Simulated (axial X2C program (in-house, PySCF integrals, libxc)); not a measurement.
**Low determinants of TiAs at the PBE0 level, scalar-relativistic**

All values were computed with an axial X2C code built on PySCF integrals. Spin-free means the one-electron spin-free X2C Hamiltonian. Basis: As dyall-cv3z [9s9p6d4f1g], Ti dyall-cv3z [10s10p6d4f2g] (cores contracted in-house); Gaussian nuclei, density fitting, unrestricted open shells. Masses: As 74.922 u, Ti 47.948 u.

Search at 2.384 Å (vertical energies from the lowest determinant):

```csv
ΔE (eV),state,electrons beyond evenly filled partner blocks,"electrons in σ, π, δ, φ"
0.00,"M_S = 1/2, Λ = 3","σα, π+α, π+β, π-β, δ+α",27 23 5 0
0.07,"M_S = 1/2, Λ = 1","σα, π+β, π-α, π-β, δ+α",27 23 5 0
0.09,"M_S = 3/2, Λ = 1","σα, π+α, π-α, π-β, δ+α",27 23 5 0
0.09,"M_S = 3/2, Λ = 3","σα, π+α, π+β, π-α, δ+α",27 23 5 0
0.43,"M_S = 1/2, Λ = 2",δ+α,26 24 5 0
0.46,"M_S = 1/2, Λ = 0",σα,27 24 4 0
0.69,"M_S = 3/2, Λ = 2","2 × σα, δ+α",26 24 5 0
```

Lowest determinant, M_S = 1/2, Λ = 3 (beyond evenly filled blocks: σα, π+α, π+β, π-β, δ+α): Re = 2.374 Å, ωe = 295.5 cm⁻¹.

The determinant in row 2 of the search, M_S = 1/2, Λ = 1 (beyond evenly filled blocks: σα, π+β, π-α, π-β, δ+α), was followed along the bond at PBE0; measured from the minimum of the lowest determinant it gives:

Te = 0.070 eV (568 cm⁻¹), Re = 2.365 Å, ωe = 309.5 cm⁻¹.

Problem. Compare the bond of the determinant in row 2 with that of the lowest one.

Solution. At PBE0 its Re is 0.009 Å shorter and its force constant, which goes as ωe², is 1.10 times that of the lowest determinant. This determinant mixes spin states, so it has no term energy of its own.

The search compares states at one distance, so a state with another bond length can lie lower; it is not exhaustive and yields mostly the lowest determinant of each block pattern, so other components and higher states of one pattern are missing. These are energies of single determinants, not of spin-adapted states; PBE0 term energies can be off by some tenths of an eV, and the functional has no current term. The lowest determinant need not be the ground state where others lie within half an eV. Row 1 is spin-contaminated (⟨S²⟩ = 2.10 against 0.75), so its values are not those of a pure state. Row 2 is spin-contaminated (⟨S²⟩ = 2.04 against 0.75), so its values are not those of a pure state.
